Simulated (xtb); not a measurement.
C₅H₁₂Si, singlet, geometry from GFN2-xTB; GFN2-xTB (xtb).

xtb was given this input:
```
$ xtb mol.xyz --gfn 2 --json

# file mol.xyz
18

C      2.09969304    -0.88807633     1.07024251
C      1.47938131     0.16669378     0.56540590
Si    -0.27822790     0.14471539    -0.14823312
C     -0.70932913     1.91047222    -0.72535719
C     -1.51414155    -0.41817328     1.19381653
C     -0.35896631    -1.05961472    -1.62774492
H      3.10234198    -0.84227493     1.46909345
H      1.62846602    -1.85714423     1.10860404
H      2.01189694     1.11072167     0.55795147
H     -1.70950775     1.95608508    -1.14523564
H     -0.01891182     2.25685325    -1.48854468
H     -0.66873842     2.61671776     0.09848447
H     -1.50559261     0.25399108     2.04664380
H     -2.52948007    -0.44910483     0.80955198
H     -1.27089795    -1.41123062     1.55889485
H      0.32384535    -0.76219016    -2.41800042
H     -0.09054437    -2.06777118    -1.32728167
H     -1.35751067    -1.09847816    -2.05307519
```

What the program printed (banner, timings and long lists left out):

```
   ID    Z sym.   atoms
    1    6 C      1, 2, 4-6
    2   14 Si     3
    3    1 H      7-18

           -------------------------------------------------
          |                Calculation Setup                |
           -------------------------------------------------

           -------------------------------------------------
          |                 G F N 2 - x T B                 |
           -------------------------------------------------

          ...................................................
          :                      SETUP                      :
          :.................................................:
          :  # basis functions                  42          :
          :  # atomic orbitals                  41          :
          :  # shells                           25          :
          :  # electrons                        36          :
          :  max. iterations                   250          :
          :  Hamiltonian                  GFN2-xTB          :
          :  restarted?                      false          :
          :  GBSA solvation                  false          :
          :  PC potential                    false          :
          :  electronic temp.          300.0000000     K    :
          :  accuracy                    1.0000000          :
          :  -> integral cutoff          0.2500000E+02      :
          :  -> integral neglect         0.1000000E-07      :
          :  -> SCF convergence          0.1000000E-05 Eh   :
          :  -> wf. convergence          0.1000000E-03 e    :
          :  Broyden damping             0.4000000          :
          :  net charge                          0          :
          :  unpaired electrons                  0          :
          ...................................................

 iter      E             dE          RMSdq      gap      omega  full diag
   1    -18.7098974 -0.187099E+02  0.375E+00    4.73       0.0  T
   2    -18.7800404 -0.701430E-01  0.194E+00    4.48       1.0  T
   3    -18.7825686 -0.252823E-02  0.125E+00    4.40       1.0  T
   4    -18.7955098 -0.129412E-01  0.343E-01    4.43       1.0  T
   5    -18.7961487 -0.638934E-03  0.143E-01    4.42       1.0  T
   6    -18.7961831 -0.344038E-04  0.105E-01    4.44       1.0  T
   7    -18.7962592 -0.760946E-04  0.385E-02    4.43       1.0  T
   8    -18.7962608 -0.157459E-05  0.199E-02    4.43       1.2  T
   9    -18.7962612 -0.435312E-06  0.816E-03    4.43       2.9  T
  10    -18.7962613 -0.444400E-07  0.536E-03    4.43       4.4  T
  11    -18.7962615 -0.212757E-06  0.112E-03    4.43      21.1  T
  12    -18.7962615 -0.884455E-08  0.206E-04    4.43     114.3  T
  13    -18.7962615 -0.307452E-10  0.104E-04    4.43     226.2  T

   *** convergence criteria satisfied after 13 iterations ***

         :::::::::::::::::::::::::::::::::::::::::::::::::::::
         ::                     SUMMARY                     ::
         :::::::::::::::::::::::::::::::::::::::::::::::::::::
         :: total energy             -18.487640422571 Eh    ::
         :: gradient norm              0.000041469578 Eh/a0 ::
         :: HOMO-LUMO gap              4.428477460291 eV    ::
         ::.................................................::
         :: SCC energy               -18.796181047059 Eh    ::
         :: -> isotropic ES            0.021632816931 Eh    ::
         :: -> anisotropic ES          0.006749840185 Eh    ::
         :: -> anisotropic XC          0.013775127273 Eh    ::
         :: -> dispersion             -0.011368883260 Eh    ::
         :: repulsion energy           0.308540624489 Eh    ::
         :: add. restraining           0.000000000000 Eh    ::
         :: total charge              -0.000000000000 e     ::
         :::::::::::::::::::::::::::::::::::::::::::::::::::::

           -------------------------------------------------
          |                Property Printout                |
           -------------------------------------------------

    * Orbital Energies and Occupations

         #    Occupation            Energy/Eh            Energy/eV
      -------------------------------------------------------------
         1        2.0000           -0.7289646             -19.8361
       ...           ...                  ...                  ...
         6        2.0000           -0.5214113             -14.1883
         7        2.0000           -0.4844872             -13.1836
         8        2.0000           -0.4650854             -12.6556
         9        2.0000           -0.4618008             -12.5662
        10        2.0000           -0.4616177             -12.5613
        11        2.0000           -0.4562914             -12.4163
        12        2.0000           -0.4558900             -12.4054
        13        2.0000           -0.4530263             -12.3275
        14        2.0000           -0.4447257             -12.1016
        15        2.0000           -0.4100313             -11.1575
        16        2.0000           -0.3914207             -10.6511
        17        2.0000           -0.3884682             -10.5708
        18        2.0000           -0.3838694             -10.4456 (HOMO)
        19                         -0.2211259              -6.0171 (LUMO)
        20                         -0.1278258              -3.4783
        21                         -0.1241650              -3.3787
        22                         -0.1011440              -2.7523
        23                         -0.0117354              -0.3193
        24                          0.0077117               0.2098
        25                          0.0860032               2.3403
        26                          0.1571610               4.2766
        27                          0.1803178               4.9067
        28                          0.2028606               5.5201
        29                          0.2067864               5.6269
       ...                                ...                  ...
        41                          0.6146662              16.7259
      -------------------------------------------------------------
                  HL-Gap            0.1627436 Eh            4.4285 eV
             Fermi-level           -0.3024976 Eh           -8.2314 eV

     #   Z          covCN         q      C6AA      α(0)
     1   6 C        2.847    -0.078    29.941     8.968
     2   6 C        2.781    -0.133    31.384     9.176
     3  14 Si       3.510     0.478   100.755    19.402
     4   6 C        3.649    -0.204    24.918     7.171
     5   6 C        3.648    -0.203    24.889     7.168
     6   6 C        3.648    -0.203    24.890     7.168
     7   1 H        0.926     0.030     2.583     2.513
     8   1 H        0.926     0.025     2.653     2.547
     9   1 H        0.925     0.029     2.597     2.520
    10   1 H        0.925     0.026     2.645     2.543
    11   1 H        0.925     0.026     2.637     2.539
    12   1 H        0.925     0.027     2.637     2.539
    13   1 H        0.925     0.029     2.595     2.519
    14   1 H        0.925     0.031     2.567     2.506
    15   1 H        0.925     0.029     2.602     2.522
    16   1 H        0.925     0.029     2.594     2.519
    17   1 H        0.925     0.029     2.601     2.522
    18   1 H        0.925     0.031     2.567     2.505

 Mol. C6AA /au·bohr⁶  :       3042.733903
 Mol. C8AA /au·bohr⁸  :      84233.489338
 Mol. α(0) /au        :         89.347797

Wiberg/Mayer (AO) data.
largest (>0.10) Wiberg bond orders for each atom

 ---------------------------------------------------------------------------
     #   Z sym  total        # sym  WBO       # sym  WBO       # sym  WBO
 ---------------------------------------------------------------------------
     1   6 C    3.993 --     2 C    2.002     8 H    0.981     7 H    0.975
     2   6 C    3.971 --     1 C    2.002     9 H    0.975     3 Si   0.880
     3  14 Si   3.642 --     5 C    0.891     6 C    0.891     4 C    0.887
                             2 C    0.880
     4   6 C    3.978 --    10 H    0.992    11 H    0.991    12 H    0.991
                             3 Si   0.887
     5   6 C    3.980 --    15 H    0.990    13 H    0.989    14 H    0.989
                             3 Si   0.891
     6   6 C    3.980 --    17 H    0.990    16 H    0.989    18 H    0.989
                             3 Si   0.891
     7   1 H    0.999 --     1 C    0.975
     8   1 H    0.999 --     1 C    0.981
     9   1 H    0.999 --     2 C    0.975
    10   1 H    0.999 --     4 C    0.992
    11   1 H    0.999 --     4 C    0.991
    12   1 H    0.999 --     4 C    0.991
    13   1 H    0.999 --     5 C    0.989
    14   1 H    0.999 --     5 C    0.989
    15   1 H    0.999 --     5 C    0.990
    16   1 H    0.999 --     6 C    0.989
    17   1 H    0.999 --     6 C    0.990
    18   1 H    0.999 --     6 C    0.989
 ---------------------------------------------------------------------------

Topologies differ in total number of bonds
Writing topology from bond orders to xtbtopo.mol

molecular dipole:
                 x           y           z       tot (Debye)
 q only:       -0.063       0.002      -0.027
   full:       -0.081      -0.016      -0.030       0.224
molecular quadrupole (traceless):
                xx          xy          yy          xz          yz          zz
 q only:        0.072       0.328       0.042      -0.011       0.101      -0.113
  q+dip:        0.620       0.442       0.731       0.893      -0.428      -1.352
   full:        0.249       0.299       0.443       0.401      -0.200      -0.692

           -------------------------------------------------
          | TOTAL ENERGY              -18.487640422571 Eh   |
          | GRADIENT NORM               0.000041469578 Eh/α |
          | HOMO-LUMO GAP               4.428477460291 eV   |
           -------------------------------------------------

normal termination of xtb
```
